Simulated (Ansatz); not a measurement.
In₁₁P₁₂H₃₂⁺, a nanocrystal cut from zinc blende InP (hydrogen-capped). Total charge 1; singlet. Geometry PBE-D4/def2-SVP; atoms count from 1.

Cartesian coordinates in Å:
```
In 2.582 1.533 -4.429
In 5.195 -0.264 1.637
In 1.059 1.868 4.008
In -1.448 3.161 -3.257
In -2.328 3.314 1.438
In 1.232 1.709 -0.265
In 1.376 -2.444 -1.995
In 0.586 -1.605 1.999
In -2.171 -0.447 -0.590
In -3.120 -0.681 3.435
In -2.525 -5.043 0.622
P 3.785 1.471 0.154
P 0.987 2.691 -2.628
P 1.496 -0.875 -4.117
P 0.197 2.933 1.721
P 3.153 -1.844 2.363
P -0.540 -0.232 3.795
P -2.429 4.214 -1.063
P -2.533 0.788 -2.875
P -3.224 0.901 1.286
P 0.328 -0.669 -0.358
P -0.372 -4.033 1.847
P -3.213 -2.812 -0.727
H 2.106 2.124 -5.983
H 4.115 1.432 -3.623
H 6.032 -1.208 0.458
H 5.605 0.612 3.063
H 0.564 2.900 5.301
H 2.623 1.226 3.564
H -1.927 3.919 -4.733
H -3.167 4.420 2.470
H 3.009 -2.660 -1.445
H 0.114 -3.621 -2.229
H -4.063 0.021 4.699
H -3.165 -2.268 2.698
H -3.729 -5.177 1.846
H -1.868 -6.044 -0.620
H 4.215 2.793 0.492
H 4.305 1.442 -1.181
H 1.482 4.031 -2.483
H 2.042 -1.669 -5.176
H 0.167 -0.803 -4.646
H 0.749 4.252 1.610
H 3.279 -2.105 3.764
H 3.445 -3.167 1.901
H -0.202 -1.045 4.930
H -1.860 5.528 -1.023
H -3.773 4.617 -1.357
H -3.931 0.864 -3.173
H -2.150 -0.090 -3.938
H -4.594 1.024 0.881
H 0.751 -4.822 1.438
H -0.417 -4.477 3.207
H -3.209 -3.100 -2.129
H -4.620 -2.587 -0.585
```

In the def2 sets In takes a core potential; there is no spin–orbit coupling. Single mean-field runs in def2-SVP are fitted with def2-universal-jkfit.

Estimate the Mulliken populations of the heavy atoms from the PBE0/def2-SVP orbitals of Ansatz.


| atom | charge (e) |
| --- | --- |
| In1 | 0.33 |
| In2 | 0.34 |
| In3 | 0.35 |
| In4 | 0.41 |
| In5 | 0.43 |
| In6 | 0.48 |
| In7 | 0.30 |
| In8 | 0.45 |
| In9 | 0.45 |
| In10 | 0.35 |
| In11 | 0.34 |
| P12 | -0.22 |
| P13 | -0.38 |
| P14 | -0.22 |
| P15 | -0.38 |
| P16 | -0.21 |
| P17 | -0.38 |
| P18 | -0.23 |
| P19 | -0.23 |
| P20 | -0.38 |
| P21 | -0.54 |
| P22 | -0.22 |
| P23 | -0.20 |
Mulliken values depend strongly on the basis.

And the Mayer bond orders between heavy atoms (over 0.3)?

In1–P13 0.59 (2.67 Å); In1–P14 0.63 (2.66 Å); In2–P12 0.57 (2.68 Å); In2–P16 0.57 (2.68 Å); In3–P15 0.59 (2.67 Å); In3–P17 0.63 (2.65 Å); In4–P13 0.82 (2.56 Å); In4–P18 0.70 (2.62 Å); In4–P19 0.65 (2.64 Å); In5–P15 0.79 (2.57 Å); In5–P18 0.61 (2.66 Å); In5–P20 0.76 (2.58 Å); In6–P12 0.73 (2.60 Å); In6–P13 0.77 (2.57 Å); In6–P15 0.81 (2.55 Å); In6–P21 0.80 (2.55 Å); In7–P14 0.65 (2.64 Å); In7–P21 0.61 (2.63 Å); In8–P16 0.72 (2.60 Å); In8–P17 0.88 (2.53 Å); In8–P21 0.80 (2.55 Å); In8–P22 0.70 (2.61 Å); In9–P19 0.65 (2.62 Å); In9–P20 0.85 (2.54 Å); In9–P21 0.86 (2.52 Å); In9–P23 0.76 (2.59 Å); In10–P17 0.64 (2.64 Å); In10–P20 0.58 (2.67 Å); In11–P22 0.59 (2.67 Å); In11–P23 0.54 (2.70 Å).
